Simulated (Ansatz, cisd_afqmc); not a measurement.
System: BBr$_{3}$, charge 0, singlet. BBr3 (tribromoborane, SMILES BrB(Br)Br).
B3LYP-D3(BJ)/def2-TZVP minimum from Ansatz (a quantum-chemistry and plane-wave program):
```xyz
4

B      0.0000     0.0000     0.0000
Br    -1.5328    -1.1285    -0.1226
Br     0.0146     1.6884    -0.8872
Br     1.5182    -0.5599     1.0098
```
Charge 0, spin multiplicity 1.

Atomisation energy term by term, kcal/mol (programs: Ansatz, cisd_afqmc). Radicals and triplets start from unrestricted determinants; spin-orbit coupling is neglected. Cores are frozen in correlated methods (noble-gas shells, and filled d and f shells in the p block). No relativity. AFQMC/CISD: phaseless, guided by CISD from CCSD amplitudes; bars are statistical, one sigma. Outlying blocks are dropped, and bars are widened where a walk drifts. Over all cases where full CI ran beside it in this data, AFQMC minus full CI had a median of +0.1 mEh and passed +0.4 mEh in a tenth of the cases. CBS(X,Y): correlation extrapolated as X^-3, Hartree-Fock from the larger set (Q,5: extrapolated as (X+1)exp(-9√X)). A bracket is a step between two methods taken in the basis named. For partners of very few electrons the exact lower level stands in for a higher one. Spin-orbit terms, left out, reach several kcal/mol for Br and I, and more for heavier atoms.

| term | basis | kcal/mol |
|---|---|---|
| Hartree-Fock | CBS(cc-pVQZ,cc-pV5Z) | 198.10 |
| CCSD correlation | CBS(cc-pVQZ,cc-pV5Z) | 66.97 |
| (T) | CBS(cc-pVQZ,cc-pV5Z) | 9.99 |
| CCSDT(Q) - CCSD(T) | cc-pVTZ | 0.02 |
| sum: De |  | 275.1 |

The step beyond CCSD(T) by other levels: CCSDT(Q) in cc-pVDZ 0.29; AFQMC/CISD in cc-pVTZ 0.43 ± 0.55 kcal/mol.
